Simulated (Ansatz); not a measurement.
`CC[O][SbH][CH3]`, charge 0, multiplicity 1.

(1) Give a relaxed structure at PBE0-D4/def2-TZVP (Ansatz). (An estimate is asked.)

Results:

(1) The calculation gave: 
Cartesian coordinates in Å:
```
C -0.598 -1.743 -0.228
C 0.396 -0.877 -0.971
O -0.224 0.276 -1.497
Sb 0.111 2.069 -0.774
C -0.209 1.636 1.314
H -1.006 -1.219 0.639
H -0.122 -2.664 0.119
H -1.429 -2.010 -0.885
H 0.820 -1.438 -1.813
H 1.238 -0.618 -0.312
H 1.817 1.863 -0.609
H 0.161 2.478 1.904
H 0.323 0.733 1.612
H -1.277 1.516 1.499
```
This is one stationary point; other conformers may exist.
